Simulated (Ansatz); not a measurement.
Consider the ligand exchange at the In–S bond: `[CH3][In]([SH])[Cl]` + CH₃OH → `C[O][In]([CH3])[Cl]` + H₂S.

Program: Ansatz. Geometries: PBE0-D4/def2-TZVP. ΔE: electronic, gas phase. CCSD(T)/CBS is the MP2 limit (def2-TZVPP, def2-QZVPP) plus CCSD(T) − MP2 in def2-TZVPP, frozen cores. This one scheme is used for every species. DFT in def2-TZVPP. B3LYP here is the variant with VWN-RPA as its local correlation; programs differ in this. def2 core potentials past Kr. For In outer-core shells are correlated without core-valence functions, which leaves a few kJ/mol of doubt a bond. Each species was taken in one conformer, which may not be the lowest.

`[CH3][In]([SH])[Cl]`:

```xyz
8

C    -1.320   -0.580   -0.672
In    0.382    0.300    0.258
S     2.585   -0.539    0.531
Cl    0.190    2.437    1.203
H    -2.172    0.088   -0.558
H    -1.113   -0.738   -1.731
H    -1.535   -1.541   -0.205
H     2.983    0.572    1.174
```

CH₃OH:

Z-matrix (Å, degrees):
```
C
O 1 1.409
H 1 1.097 2 112.4
H 1 1.090 2 107.0 3 -118.5
H 1 1.097 2 112.4 3 123.0
H 2 0.959 1 108.5 3 -61.6
```

`C[O][In]([CH3])[Cl]`:

```xyz
11

C    -2.089   -0.854   -0.805
O    -0.766   -0.414   -0.976
In    0.395    0.214    0.486
C     2.398    0.884    0.293
Cl   -0.768    0.120    2.517
H    -2.764   -0.246   -1.418
H    -2.438   -0.800    0.233
H    -2.180   -1.896   -1.136
H     3.049    0.219    0.860
H     2.476    1.891    0.702
H     2.688    0.883   -0.756
```

H₂S:

```xyz
3

S     0.271    0.425   -0.360
H    -0.979   -0.054   -0.266
H     0.708   -0.371    0.626
```

| level | ΔE (kJ/mol) | difference from CCSD(T)/CBS |
| --- | --- | --- |
| PBE-D4 | 64.2 | 3.3 |
| r2SCAN-D4 | 64.3 | 3.4 |
| PBE0-D4 | 71.9 | 11.0 |
| B3LYP-D4 | 62.1 | 1.2 |
| ωB97X-V | 61.5 | 0.6 |
| ωB97M-V | 65.1 | 4.2 |
| B2PLYP | 61.6 | 0.7 |
| PBE | 65.2 | 4.3 |
| r2SCAN | 64.7 | 3.8 |
| PBE0 | 72.7 | 11.8 |
| B3LYP | 63.5 | 2.6 |
| HF/def2-TZVPP | 72.6 | 11.7 |
| MP2/def2-TZVPP | 64.7 | 3.8 |
| SCS-MP2/def2-TZVPP | 61.4 | 0.5 |
| CCSD/def2-TZVPP | 63.1 | 2.2 |
| CCSD(T)/def2-TZVPP | 61.4 | 0.5 |
| HF/def2-QZVPP | 70.9 | 10.0 |
| MP2/def2-QZVPP | 63.8 | 2.9 |
| SCS-MP2/def2-QZVPP | 60.8 | -0.1 |
| HF/CBS(def2) | 70.6 | 9.7 |
| MP2/CBS(def2) | 64.2 | 3.3 |
| CCSD/CBS(def2) | 62.6 | 1.7 |
| CCSD(T)/CBS | 60.9 | 0 |

Largest T1 diagnostic among the species: 0.014.

From PBE to PBE0 (25 % exact exchange), in def2-TZVPP and without D4, ΔE moves by +7.5 kJ/mol. In def2-TZVPP, CCSD(T) changes the Hartree–Fock value by −11.3 kJ/mol (the triples alone add −1.7 kJ/mol) and MP2 by −8.0 kJ/mol.
